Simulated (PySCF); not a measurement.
Isomers of CH4S4. Isolated molecules, 0 K electronic values unless said otherwise. One relaxed conformer stands for each flexible species; it need not be the lowest. Strings in code marks are SMILES.

The vertical ionisation energy (Delta-SCF) from two functionals at the same geometries (PBE0-D3(BJ)/def2-TZVP), both in PySCF: PBE-D3(BJ)/def2-TZVP and PBE0-D3(BJ)/def2-TZVP. Delta-SCF ions had no search for a lower state. 

```csv
species,PBE-D3(BJ)/def2-TZVP (eV),PBE0-D3(BJ)/def2-TZVP (eV)
`CSSSS`,8.39,8.72
`SSSCS`,8.39,8.78
`SSC(S)S`,8.14,8.55
`SC(S)(S)S`,8.37,8.82
```

Over these rows, drawn at random from the members with no instability flagged (it was tested for open shells, ions and some series alone), PBE minus PBE0-D3(BJ): mean -0.39 eV, from -0.45 eV to -0.33 eV.
